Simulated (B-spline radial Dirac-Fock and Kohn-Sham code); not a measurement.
## K-line shifts caused by a second vacancy in Sm¹⁴⁺

System: the Sm¹⁴⁺ ion, configuration [Kr] 4d10 4f1 5s1.

The run's input, task.json:

```json
{"items": [{
  "Z": 62,
  "q": 14,
  "cfg": [[1, 0, 2], [2, 0, 2], [2, 1, 6], [3, 0, 2], [3, 1, 6], [3, 2, 10], [4, 0, 2], [4, 1, 6], [4, 2, 10], [4, 3, 1], [5, 0, 1]],
  "A": 152,
  "rrms": 5.0819,
  "do": ["binding", "quiet", "double"]
}]}
```

Run with: `python xray_run.py task.json out`

These are calculated numbers from a B-spline atomic structure program; the model is Dirac-Fock energy differences between relaxed states, corrected for Breit and QED terms. Each two-hole energy is an average over J within one jj subconfiguration, not an observable level; in light atoms, where LS coupling holds, the j-resolved values are not observed lines, and for a K spectator the Kα1 hypersatellite is nearly forbidden. Electron correlation is not included.

Lines without a spectator: Kα2 (K-L2) 39520.0 eV, Kα1 (K-L3) 40115.5 eV, Kβ3 (K-M2) 45285.2 eV, Kβ1 (K-M3) 45408.2 eV. Shifts in eV with one spectator hole (a dash: not computed, or left out as unreliable):

```csv
spectator hole,Kα2,Kα1,Kβ3,Kβ1
K (1s),+762.5,+801.4,+980.9,+989.8
L2 (2p1/2),+90.6,+117.6,–,+237.8
L3 (2p3/2),+78.7,+82.2,+195.9,–
M2 (3p1/2),–,+16.37,+34.9,+41.6
M3 (3p3/2),+10.50,–,+32.8,+32.7
M4 (3d3/2),+2.99,-0.32,–,–
M5 (3d5/2),-1.37,+1.55,–,–
```
